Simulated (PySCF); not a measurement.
Chain-length series, n-germane mercapto/mercapto (end groups after the name). Gas-phase values, no solvent. One relaxed conformer stands for each flexible species; it need not be the lowest. Strings in code marks are SMILES.

The vertical ionisation energy (Delta-SCF) from two functionals at the same geometries (B3LYP-D3(BJ)/def2-SVP), both in PySCF: PBE-D3(BJ)/def2-TZVP and B3LYP-D3(BJ)/def2-TZVP. B3LYP has the VWN-RPA correlation part, as in Gaussian. Delta-SCF ions had no search for a lower state. 

```
species                                                 PBE-D3(BJ)/def2-TZVP (eV)
------------------------------------------------------  -------------------------
n = 2 (`[SH][GeH2][GeH2][SH]`)                                               8.34
n = 3 (`[GeH2]([GeH2][GeH2][SH])[SH]`)                                       8.07
n = 6 (`[SH][GeH2][GeH2][GeH2][GeH2][GeH2][GeH2][SH]`)                       7.53
```

Q: What does B3LYP-D3(BJ)/def2-TZVP give for each?

A: 
- n = 2 (`[SH][GeH2][GeH2][SH]`): 8.67
- n = 3 (`[GeH2]([GeH2][GeH2][SH])[SH]`): 8.43
- n = 6 (`[SH][GeH2][GeH2][GeH2][GeH2][GeH2][GeH2][SH]`): 7.95
Over these rows, drawn at random from the members with no instability flagged (it was tested for open shells, ions and some series alone), PBE minus B3LYP-D3(BJ): mean -0.37 eV, from -0.41 eV to -0.33 eV.
